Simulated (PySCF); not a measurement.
This PySCF input asks for the NMR shieldings of `InChI=1S/C5H12P2/c1-3-7-5-4-6-2/h4-7H,3H2,1-2H3/b5-4-`; the geometry comes from GFN2-xTB.

```python
import basis_set_exchange as bse
import numpy as np
from pyscf import gto, dft
from pyscf.prop import nmr

atoms = """
C     3.009918    0.140354    0.175923
C     2.479732   -1.052380   -0.607200
P     0.657501   -1.355752   -0.393136
C     0.041787    0.257877   -0.933877
C    -1.089444    0.776930   -0.462843
P    -2.003645    0.012691    0.902135
C    -3.701931    0.578959    0.428175
H     2.504795    1.056492   -0.123985
H     2.848287   -0.001341    1.243227
H     4.077725    0.263144    0.001370
H     2.658696   -0.922812   -1.679444
H     2.995390   -1.967577   -0.302100
H     0.612519   -1.064610    0.977608
H     0.574993    0.722814   -1.756744
H    -1.459124    1.735145   -0.811689
H    -2.092735   -1.254534    0.307948
H    -3.807837    1.635117    0.674018
H    -4.434815    0.016731    1.003774
H    -3.881614    0.432003   -0.635459
"""
names = dict.fromkeys(["C", "P", "H"], "pcSseg-1")
basis = {el: gto.basis.parse(bse.get_basis(n, elements=[el], fmt="nwchem")) for el, n in names.items()}
mol = gto.M(atom=atoms, basis=basis, charge=0, verbose=0)
mf = dft.RKS(mol, xc="PBE0")
mf.grids.level = 2
mf.grids.alignment = dft.numint.BLKSIZE   # the property module wants whole blocks of grid points
mf.conv_tol = 1e-9
mf.kernel()

calc = nmr.RKS(mf)   # GIAO
C = mf.mo_coeff
Co = C[:, mf.mo_occ > 0]
resp = mf.gen_response(singlet=True, hermi=2)
def vind(x):   # induced exchange potential for any number of trial vectors
    d = np.einsum("pi,xij,qj->xpq", C, 2 * x.reshape(-1, C.shape[1], Co.shape[1]), Co, optimize=True)
    return np.einsum("xpq,pi,qj->xij", resp(d - d.transpose(0, 2, 1)), C, Co, optimize=True).ravel()
mo1, _ = nmr.rhf.solve_mo1(calc, with_cphf=vind)
sigma = calc.kernel(mo1)
for i, s in enumerate(sigma):   # ppm
    w = np.linalg.eigvalsh((s + s.T) / 2)
    print("%2d %-2s iso %8.1f  s11 %8.1f  s22 %8.1f  s33 %8.1f" % (i, mol.atom_pure_symbol(i), w.mean(), *w))
```

Task: What does it print?

Result: 
```
 0 C  iso    166.9  s11    148.2  s22    165.9  s33    186.6
 1 C  iso    167.0  s11    159.2  s22    167.6  s33    174.1
 2 P  iso    390.3  s11    334.9  s22    375.0  s33    461.0
 3 C  iso     44.9  s11    -63.3  s22     48.0  s33    150.1
 4 C  iso     41.6  s11    -70.4  s22     47.0  s33    148.3
 5 P  iso    431.6  s11    359.8  s22    438.8  s33    496.4
 6 C  iso    180.4  s11    167.6  s22    184.4  s33    189.2
 7 H  iso     30.2  s11     25.3  s22     30.9  s33     34.4
 8 H  iso     30.8  s11     26.7  s22     29.4  s33     36.3
 9 H  iso     30.3  s11     25.0  s22     27.3  s33     38.6
10 H  iso     30.2  s11     26.0  s22     28.3  s33     36.4
11 H  iso     30.1  s11     24.8  s22     28.4  s33     37.2
12 H  iso     28.0  s11     23.8  s22     29.3  s33     31.0
13 H  iso     25.3  s11     23.4  s22     24.2  s33     28.2
14 H  iso     25.2  s11     23.0  s22     24.2  s33     28.2
15 H  iso     27.8  s11     22.5  s22     29.1  s33     31.8
16 H  iso     30.6  s11     26.3  s22     28.1  s33     37.4
17 H  iso     30.7  s11     25.7  s22     27.7  s33     38.6
18 H  iso     30.0  s11     24.6  s22     28.6  s33     36.7
```

These numbers come from an equivalent density-fitted implementation of the same equations, which agrees with the script to about 0.01 ppm for H and up to a few tenths of a ppm for heavy atoms, so last digits may differ.

Size and cost of the density-fitted run: 193 basis functions, 23 s wall time on 1 thread of an Arm Neoverse V2, shared host; peak memory 0.79 GiB.
